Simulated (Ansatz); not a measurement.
Cartesian coordinates (Å):
SMILES: [SnH3]
```xyz
4

Sn     0.0021     0.0000     0.4385
H     -0.5879     1.5116    -0.1430
H     -1.0162    -1.2643    -0.1412
H      1.6020    -0.2472    -0.1534
```
Charge 0, spin multiplicity 2.

The numbers are results of frozen-core CCSD(T)/def2-TZVPP // B3LYP-D3(BJ)/def2-TZVP (Ansatz, a program for electronic structure), not measurements.

The HF energy comes out as -215.04856 Ha and the MP2 correlation energy comes out as -0.32295 Ha.

### Question
Estimate the CCSD correlation energy, the (T) correction, the total energy and the T1 diagnostic.

### Answer

The CCSD correlation energy is -0.33695 Ha and the (T) correction is -0.00790 Ha. The CCSD(T) total energy is -215.39341 Ha and the T1 diagnostic comes out as 0.015.
